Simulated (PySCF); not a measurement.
Radial density of Mo²⁴⁺ (molybdenum, charge +24)

UHF, [Ar], closed-shell 1S. Computed with PySCF 2.14 in an even-tempered Gaussian basis (17 s from 2.9 bohr⁻², ratio 2.5; 11 p from 3.8 bohr⁻², ratio 2.5; 5 d from 19 bohr⁻², ratio 2.7; 4 f from 28 bohr⁻², ratio 2.7), with no relativity, point nucleus.

| r (bohr) | 4πr²ρ (e/bohr) |
| --- | --- |
| 0.000493 | 0.1520 |
| 0.000829 | 0.4180 |
| 0.00140 | 1.128 |
| 0.00235 | 2.946 |
| 0.00395 | 7.286 |
| 0.00664 | 16.45 |
| 0.0112 | 31.91 |
| 0.0188 | 48.32 |
| 0.0316 | 51.22 |
| 0.0531 | 45.27 |
| 0.0894 | 60.25 |
| 0.150 | 47.93 |
| 0.253 | 22.48 |
| 0.425 | 22.73 |
| 0.716 | 1.765 |
| 1.20 | 0.005208 |

A non-relativistic calculation at this Z misses sizeable relativistic shifts.
